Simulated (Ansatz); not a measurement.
Born–Oppenheimer molecular dynamics of FH7OSSi2 (12 atoms, charge 0, multiplicity 1). It starts from a rough guess of a transition structure, not a stationary point.

Level of theory: UKS PBE0/STO-3G (Ansatz).

```yaml
ensemble: NVE (velocity Verlet)
time_step: 0.5 fs
steps_asked: 150
starting_velocities_drawn_for: 600 K
seed: 721964
```

First frame:

```xyz
12
Properties=species:S:1:pos:R:3
Si 0.592 0.336 -0.845
F 0.928 2.078 -1.780
O 0.146 -0.950 0.040
Si -0.278 -2.012 1.198
H 1.983 0.488 -0.489
H -0.238 0.123 -2.011
H 0.306 2.673 -0.941
S -0.565 2.116 0.518
H -0.448 -1.273 2.447
H 0.818 -2.974 1.262
H -1.531 -2.606 0.736
H -1.714 2.000 -0.134
```

(1) What does the run give?

(2) What happens to the structure?

(3) How do temperature and energy run in time?

Answers

(1) The run went to its last step.

- steps done: 150
- time covered: 75 fs
- mean temperature over the second half: 919 K
- spread of the potential energy over the second half: 12.7 meV per atom
- mean potential energy of the second half above the start: -34.4 meV per atom

The conserved energy stayed within 0.34 meV per atom of its start (net change 0.24 meV per atom), so the integration is sound. The kinetic energy rose, since the run started high on the potential surface and went downhill. It ends in pieces (FH + H6OSSi2), so much of that is their flight and rotation, not heat. A run of 0.075 ps of so small a system gives no equilibrium averages. The orbitals were unrestricted but ended closed-shell. Limits of this set-up: minimal basis.

(2) The planned step would form Si1–S8, F2–H7 and break Si1–F2, H7–S8. These pairs go: Si1–S8 2.52 → 2.12 Å, F2–H7 1.20 → 1.06 Å, Si1–F2 2.01 → 3.12 Å, H7–S8 1.79 → 2.95 Å. In the last frame they stand as after the step (other bonds may differ from the relaxed reactants and products). It ends as FH + H6OSSi2. Pairs count as bonded within 1.25 times the sum of covalent radii (0.12 Å more for H–H). The details hang on the random start.

(3) 
```tsv
time (fs)	T (K)	potential energy less start (eV)	conserved less start (meV/atom)
0	600	0.000	0.00
2.5	694	-0.121	0.10
5	797	-0.255	-0.03
7.5	922	-0.417	-0.09
10	873	-0.352	0.15
12.5	948	-0.451	-0.03
15	922	-0.416	-0.05
17.5	662	-0.077	0.28
20	697	-0.127	-0.14
22.5	502	0.129	0.27
25	739	-0.182	-0.24
27.5	730	-0.169	-0.11
30	636	-0.044	0.20
32.5	876	-0.359	-0.19
35	708	-0.136	0.31
37.5	885	-0.369	-0.11
40	943	-0.443	0.06
42.5	991	-0.506	-0.05
45	1130	-0.687	-0.12
47.5	946	-0.446	0.06
50	819	-0.282	0.08
52.5	829	-0.296	0.06
55	839	-0.310	-0.07
57.5	949	-0.450	0.12
60	1128	-0.686	-0.27
62.5	941	-0.438	0.15
65	893	-0.378	0.00
67.5	720	-0.153	0.11
70	761	-0.205	0.23
72.5	1009	-0.532	-0.28
75	918	-0.408	0.24
```

The run took 9 min on 1 thread of Arm Neoverse V2 (shared host), peak memory 0.17 GiB.
